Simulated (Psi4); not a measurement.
F₆Ru (SMILES [F][Ru]([F])([F])([F])([F])[F]), triplet, at a GFN2-xTB geometry (such geometries of metal compounds can be far from the true shape) (core potentials on Ru); BLYP/def2-SVP (Psi4).

The Psi4 input:
```
memory 2 GB

molecule {
0 3
Ru    0.00000000   -0.00000000    0.00000000
F     1.11244871   -0.44890361   -1.39875666
F    -1.11244871    0.44890361    1.39875666
F    -1.15977093    0.80852538   -1.18186077
F    -0.90164630   -1.59384724   -0.20557649
F     0.90164630    1.59384724    0.20557649
F     1.15977093   -0.80852538    1.18186077
}

set {
  basis def2-svp
  reference uks
  scf_type pk
  puream true
  d_convergence 1e-8
  dft_radial_points 99
  dft_spherical_points 590
}

energy('blyp')
print_variables()
```

What the program printed (banner, timings and long lists left out):

```
   => Loading Basis Set <=

    Name: DEF2-SVP
    Role: ORBITAL
    Keyword: BASIS

    !!!  WARNING: ECP capability is in beta. Please check occupations closely.  !!!

         ---------------------------------------------------------
                                   SCF
               by Justin Turney, Rob Parrish, Andy Simmonett
                          and Daniel G. A. Smith
                              UKS Reference
         ---------------------------------------------------------

  ==> Geometry <==

    Molecular point group: ci
    Full point group: Ih

    Geometry (in Angstrom), charge = 0, multiplicity = 3:

       Center              X                  Y                   Z               Mass
    ------------   -----------------  -----------------  -----------------  -----------------
         RU           0.000000000000     0.000000000000     0.000000000000   101.904344100000
         F            1.112448710000    -0.448903610000    -1.398756660000    18.998403162730
         F           -1.112448710000     0.448903610000     1.398756660000    18.998403162730
         F           -1.159770930000     0.808525380000    -1.181860770000    18.998403162730
         F           -0.901646300000    -1.593847240000    -0.205576490000    18.998403162730
         F            0.901646300000     1.593847240000     0.205576490000    18.998403162730
         F            1.159770930000    -0.808525380000     1.181860770000    18.998403162730

  Running in ci symmetry.

  Rotational constants: A =      0.06533  B =      0.06533  C =      0.06533 [cm^-1]
  Rotational constants: A =   1958.51344  B =   1958.51343  C =   1958.51343 [MHz]
  Nuclear repulsion =  480.386061909161242

  Charge       = 0
  Multiplicity = 3
  Electrons    = 70
  Nalpha       = 36
  Nbeta        = 34

  ==> Algorithm <==

  SCF Algorithm Type is PK.
  DIIS enabled.
  MOM disabled.
  Fractional occupation disabled.
  Guess Type is SAD.
  Energy threshold   = 1.00e-06
  Density threshold  = 1.00e-08
  Integral threshold = 1.00e-12

  ==> Primary Basis <==

  Basis Set: DEF2-SVP
    Blend: DEF2-SVP
    Number of shells: 47
    Number of basis functions: 115
    Number of Cartesian functions: 126
    Spherical Harmonics?: true
    Max angular momentum: 3

  Core potential: DEF2-SVP
    Number of shells: 4
    Number of ECP primitives: 14
    Number of ECP core electrons: 28
    Max angular momentum: 3

  ==> DFT Potential <==

   => LibXC <=

    Version 7.1.2
[...]

   @Spin Contamination Metric:   4.827655906E-03
   @S^2 Expected:                2.000000000E+00
   @S^2 Observed:                2.004827656E+00
   @S   Expected:                1.000000000E+00
   @S   Observed:                1.000000000E+00

    Orbital Energies [Eh]
    ---------------------

    Alpha Occupied:

[...]
    Alpha Virtual:

[...]
      57Ag    44.479327

    Beta Occupied:

[...]
      16Ag    -0.371690

    Beta Virtual:

[...]
    Final Occupation by Irrep:
             Ag    Au
    DOCC [    16,   18 ]
    SOCC [     2,    0 ]
    NA   [    18,   18 ]
    NB   [    16,   18 ]

  @UKS Final Energy:  -693.43400269179722

   => Energetics <=

    Nuclear Repulsion Energy =            480.3860619091612421
    One-Electron Energy =               -1955.3516909215559281
    Two-Electron Energy =                 854.0889582537714659
    DFT Exchange-Correlation Energy =     -72.5573319331740123
    Empirical Dispersion Energy =           0.0000000000000000
    VV10 Nonlocal Energy =                  0.0000000000000000
    Total Energy =                       -693.4340026917972182

  UHF NO Occupations:
  HONO-2 :   16 Ag 1.9987550
  HONO-1 :   17 Ag 1.0000000
  HONO-0 :   18 Ag 1.0000000
  LUNO+0 :   19 Ag 0.0012450
  LUNO+1 :   20 Ag 0.0003680
  LUNO+2 :   21 Ag 0.0003680
  LUNO+3 :   22 Ag 0.0001084

Computation Completed

Properties will be evaluated at   0.000000,   0.000000,   0.000000 [a0]

Properties computed using the SCF density matrix

 Multipole Moments:

 ------------------------------------------------------------------------------------
     Multipole            Electronic (a.u.)      Nuclear  (a.u.)        Total (a.u.)
 ------------------------------------------------------------------------------------

 L = 1.  Multiply by 2.5417464519 to convert [e a0] to [Debye]
 Dipole X            :          0.0000000            0.0000000            0.0000000
 Dipole Y            :          0.0000000            0.0000000            0.0000000
 Dipole Z            :          0.0000000            0.0000000            0.0000000
 Magnitude           :                                                    0.0000000

 ------------------------------------------------------------------------------------

  Variable Map:
  ----------------------------------------------------------------------------
[...]
  Array Variable Map:
  ----------------------------------------------------------------------------
[...]
[...]
```
